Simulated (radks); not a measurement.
The numbers below are computed, except where a source is named.
The mean radii <r> (bohr) of the occupied orbitals of an atom or ion are listed with their occupations. Level of theory: scalar-relativistic Kohn-Sham, TASK exchange with Perdew-Wang LDA correlation, spin-unpolarised, spherical densities, finite nucleus; meta-GGA in the generalised Kohn-Sham scheme; Fermi nuclear charge, rms radius of each element as measured or else 0.836 A^(1/3) + 0.57 fm (a radial shooting solver on a logarithmic mesh with Libxc functionals).

orbital  occ.      <r>
1s          2  0.06657
2s          2   0.3082
2p          6   0.2739
3s          2   0.9427
3p          6   0.9949
3d          2    1.149

Name the element and its charge.

Answer. Z = 23, vanadium, charge +3: V3+ in [Ar] 3d2. The 1s radius gives Z: for a bare nucleus <r> = (2 gamma + 1)/(2Z) with gamma = sqrt(1 - (Z/c)^2), 0.0646 bohr for Z = 23, and screening makes it slightly larger (0.06657 here). The occupations add up to 20, and the charge is Z minus that.
